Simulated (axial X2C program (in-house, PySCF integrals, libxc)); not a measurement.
## Which molecule has these constants?

Computed with an in-house all-electron X2C program for linear molecules (integrals from PySCF), spin-free (one-electron X2C) or two-component (2c: spin–orbit coupling with atomic mean-field Coulomb and Gaunt terms, which also bring small scalar terms), in Dyall basis sets with cores contracted in-house; open shells are unrestricted.

A two-component PBE0 calculation in a Dyall 3-zeta basis gave Re = 3.537 Å, ωe = 152.0 cm⁻¹, De = 0.28 eV, dipole magnitude 3.89 D, Ω = 1/2.

Problem. Which molecule is it?
A. LiRb
B. RbBe
C. RbN
D. RbC
E. RbO

Solution. B. The others have RbN 2.642 Å and 276.8 cm⁻¹ (Ω = 1); RbC 2.623 Å and 323.6 cm⁻¹ (Ω = 3/2); LiRb 3.524 Å and 190.8 cm⁻¹ (Ω = 0); RbO 2.238 Å and 379.4 cm⁻¹ (Ω = 1/2).

Each entry is the lowest single determinant of a limited PBE0 search at one distance. De goes to single-determinant-based atoms at the same level (for ions the charge split of lowest energy) and is withheld (n/a) where an atom does not fit its ground term or J level. Main or longest-lived isotopes. One determinant is a doubtful description, or other states lie close, for RbN, RbC, RbO; these need not be ground states, and all values refer to the states named. Some open-shell Ω = 0 determinants are out of reach, so the Ω given for RbN need not be the lowest component. With several unpaired electrons the Ω given is that of one determinant, not necessarily of the lowest component. Some light 2c atoms are not at their ground J level, so De misses part of their lowering (0.04 eV or less). The functionals have no current term, which raises determinants with orbital currents.
